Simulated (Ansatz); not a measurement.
Reaction (ligand exchange at the Si–O bond): `N[SiH2][O][SnH3]` + `BO` → `BO[SiH2]N` + `[OH][SnH3]`

Program: Ansatz. Geometries: PBE0-D4/def2-TZVP. ΔE: electronic, gas phase. CBS: MP2 limit from def2 TZ/QZ plus the TZ coupled-cluster correction, frozen cores. This one scheme is used for every species. DFT in def2-TZVPP. B3LYP here is the variant with VWN-RPA as its local correlation; programs differ in this. def2 core potentials past Kr. For Sn outer-core shells are correlated without core-valence functions, which leaves a few kJ/mol of doubt a bond. One conformer a species, not always the lowest.

`N[SiH2][O][SnH3]`:

Cartesian coordinates in Å:
```
N -0.737 1.449 0.306
Si -0.300 0.687 -1.175
O 0.665 -0.596 -0.904
Sn 0.804 -1.591 0.791
H -0.156 2.148 0.739
H -1.706 1.579 0.544
H -1.588 0.275 -1.797
H 0.445 1.609 -2.071
H -0.769 -1.989 1.311
H 1.636 -0.605 1.905
H 1.708 -2.966 0.351
```

`BO`:

```xyz
5

B    -0.279    0.084   -0.304
O     0.227    0.101    0.945
H    -1.327    0.635   -0.469
H     0.311   -0.465   -1.196
H     1.069   -0.355    1.024
```

`BO[SiH2]N`:

```xyz
10

B    -1.221    0.081    1.647
O    -0.999   -0.027    0.326
Si    0.256    0.489   -0.640
N     1.164   -0.767   -1.336
H    -0.422    0.645    2.351
H    -2.225   -0.397    2.096
H     1.163    1.305    0.204
H    -0.385    1.253   -1.732
H     0.810   -1.311   -2.105
H     1.859   -1.271   -0.811
```

`[OH][SnH3]`:

Z-matrix (Å, degrees):
```
Sn
O 1 1.970
H 1 1.709 2 108.5
H 1 1.698 2 103.1 3 119.8
H 1 1.709 2 108.5 3 -120.5
H 2 0.959 1 113.2 3 60.0
```

| level | ΔE (kJ/mol) | difference from CCSD(T)/CBS |
| --- | --- | --- |
| PBE-D4 | 25.6 | -1.8 |
| r2SCAN-D4 | 26.2 | -1.2 |
| PBE0-D4 | 26.3 | -1.1 |
| B3LYP-D4 | 25.3 | -2.1 |
| ωB97X-V | 25.5 | -1.9 |
| ωB97M-V | 26.3 | -1.1 |
| B2PLYP | 22.8 | -4.6 |
| PBE | 22.0 | -5.4 |
| r2SCAN | 25.3 | -2.1 |
| PBE0 | 23.0 | -4.4 |
| B3LYP | 19.4 | -8.0 |
| HF/def2-TZVPP | 21.0 | -6.4 |
| MP2/def2-TZVPP | 27.7 | 0.3 |
| SCS-MP2/def2-TZVPP | 26.4 | -1.0 |
| CCSD/def2-TZVPP | 26.3 | -1.1 |
| CCSD(T)/def2-TZVPP | 27.6 | 0.2 |
| HF/def2-QZVPP | 20.7 | -6.7 |
| MP2/def2-QZVPP | 27.5 | 0.1 |
| SCS-MP2/def2-QZVPP | 26.1 | -1.3 |
| HF/CBS(def2) | 20.7 | -6.7 |
| MP2/CBS(def2) | 27.5 | 0.1 |
| CCSD/CBS(def2) | 26.2 | -1.2 |
| CCSD(T)/CBS | 27.4 | 0 |

Largest T1 diagnostic among the species: 0.014.

The D4 term adds +5.9 kJ/mol with B3LYP and +3.3 kJ/mol with PBE0; it sums over pairs of atoms, weighted by their polarisabilities, and B3LYP, whose exchange is more repulsive, gets the larger term. In def2-TZVPP, CCSD(T) changes the Hartree–Fock value by +6.5 kJ/mol (the triples alone add +1.2 kJ/mol) and MP2 by +6.6 kJ/mol.
